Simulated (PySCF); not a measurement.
## `C[C@@H]1OC=C[Si@H]1C` in a uniform electric field

Compound: C5H10OSi.
Geometry (GFN2-xTB, Å), atoms numbered from 1 in this order:
```xyz
17
C5H10OSi angstrom
C     -2.1076   -0.7550   -0.0757
C     -0.8708   -0.1116    0.5369
O     -1.1268    1.2963    0.7032
C     -0.2700    2.0859    0.0474
C      0.7562    1.5964   -0.6583
Si     0.7194   -0.2652   -0.5533
C      2.1570   -1.1155    0.3490
H     -2.2879   -0.3455   -1.0670
H     -1.9583   -1.8281   -0.1611
H     -2.9856   -0.5673    0.5397
H     -0.7360   -0.5072    1.5501
H     -0.5108    3.1338    0.1725
H      1.4327    2.2483   -1.1776
H      0.4092   -0.9782   -1.8030
H      1.9557   -2.1709    0.5055
H      2.3492   -0.6648    1.3184
H      3.0673   -1.0392   -0.2365
```

Level: CAM-B3LYP/def2-SVPD (PySCF); nuclei fixed, core orbitals frozen in the response. Permanent dipole (0.684, -0.782, -0.027) D (1 au = 2.5417 D). Static polarisability (au):

```
x   94.25 -4.37 -5.38
y   -4.37 90.02  0.39
z   -5.38  0.39 74.72
```

Only the terms in μ and α are kept: μ(F) = μ + αF and ΔE = −μ·F − ½ F·αF.

(1) What do fields of 0.257 V/Å (0.005 au) along the six axis directions do?

(2) For the field (0.0040, 0.0000, 0.0030) au, what is the induced dipole, and what angle does it make with the field?

(3) At what field along the permanent dipole would the induced dipole along it equal the permanent one, in this linear picture?

(4) What field makes μF equal to kT at 298 K?

(5) Induction energy −ᾱe²/2R⁴ of a unit charge at 11 Å, the molecule taken as a point?

Answers

(1) 
```json
{"field along": "+x", "induced x (D)": "1.198", "induced y (D)": "-0.056", "induced z (D)": "-0.068", "total size (D)": "2.062", "−μ·F (kJ/mol)": "-3.533", "−½F·αF (kJ/mol)": "-3.093"}
{"field along": "−x", "induced x (D)": "-1.198", "induced y (D)": "0.056", "induced z (D)": "0.068", "total size (D)": "0.891", "−μ·F (kJ/mol)": "+3.533", "−½F·αF (kJ/mol)": "-3.093"}
{"field along": "+y", "induced x (D)": "-0.056", "induced y (D)": "1.144", "induced z (D)": "0.005", "total size (D)": "0.726", "−μ·F (kJ/mol)": "+4.039", "−½F·αF (kJ/mol)": "-2.954"}
{"field along": "−y", "induced x (D)": "0.056", "induced y (D)": "-1.144", "induced z (D)": "-0.005", "total size (D)": "2.063", "−μ·F (kJ/mol)": "-4.039", "−½F·αF (kJ/mol)": "-2.954"}
{"field along": "+z", "induced x (D)": "-0.068", "induced y (D)": "0.005", "induced z (D)": "0.950", "total size (D)": "1.354", "−μ·F (kJ/mol)": "+0.139", "−½F·αF (kJ/mol)": "-2.452"}
{"field along": "−z", "induced x (D)": "0.068", "induced y (D)": "-0.005", "induced z (D)": "-0.950", "total size (D)": "1.463", "−μ·F (kJ/mol)": "-0.139", "−½F·αF (kJ/mol)": "-2.452"}
```

(2) αF = (0.917, -0.041, 0.515) D, at 7.9° to the field. The polarisability along this direction, F·αF/F², is 82.05 au, against a mean of 86.33 au.

(3) The polarisability along the dipole is 96.37 au, so F = 0.4089 au / 96.37 au = 0.0042 au = 0.22 V/Å; higher-order terms are ignored.

(4) kT = 0.9437 × 10⁻³ Eh, so F = 0.00231 au = 11.9 MV/cm.

(5) R = 20.79 bohr, so the energy is −86.3/(2 × 20.79⁴) Eh = -0.607 kJ/mol. The charge–dipole term at its most favourable orientation, −μe/R², is -2.48 kJ/mol.

Isolated species at its GFN2-xTB geometry, gas phase.
